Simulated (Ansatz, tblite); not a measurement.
Removing an electron: the cluster Ge₃⁻. The state is a doublet with charge -1. Geometry: B3LYP-D4/def2-TZVPD. Ansatz, gas phase; energy differences of separate SCF runs; the oxidised species is a triplet (the singlet lies 0.32 eV higher at PBE0-D4/def2-TZVPD).

| atom | x (Å) | y (Å) | z (Å) |
| --- | --- | --- | --- |
| Ge1 | 1.248 | 0.410 | 0.657 |
| Ge2 | 0.055 | -1.074 | -0.802 |
| Ge3 | -1.303 | 0.664 | 0.146 |

The xTB rows come from tblite. The structure comes from a short search, and lower isomers may exist.

| level | −HOMO (eV) | vertical IE (eV) | −LUMO (eV) | HOMO–LUMO gap (eV) | remarks |
| --- | --- | --- | --- | --- | --- |
| GFN1-xTB | – | 7.52 | – | – | – |
| GFN2-xTB | – | 3.57 | – | – | – |
| PBE-D4/def2-TZVPD | -0.27 | 2.15 | -0.76 | 0.49 | HOMO above zero (-1 doublet) |
| r2SCAN-D4/def2-TZVPD | -0.06 | 2.23 | -0.93 | 0.87 | HOMO above zero (-1 doublet) |
| PBE0-D4/def2-TZVPD | 0.53 | 2.20 | -1.45 | 1.99 | – |

  A HOMO above zero means that the electron is unbound at that level or that self-interaction error raises the level; the energy of removing that electron tells which. HOMO and LUMO are the levels of the spin that leaves or enters (xTB has no such levels and no spin-polarisation term). Other spin states of the ions may lie lower, which would lower the ionisation energy or raise the affinity. Raw xTB energy differences between charge states are shifted by several eV; the methods need an empirical correction for them.
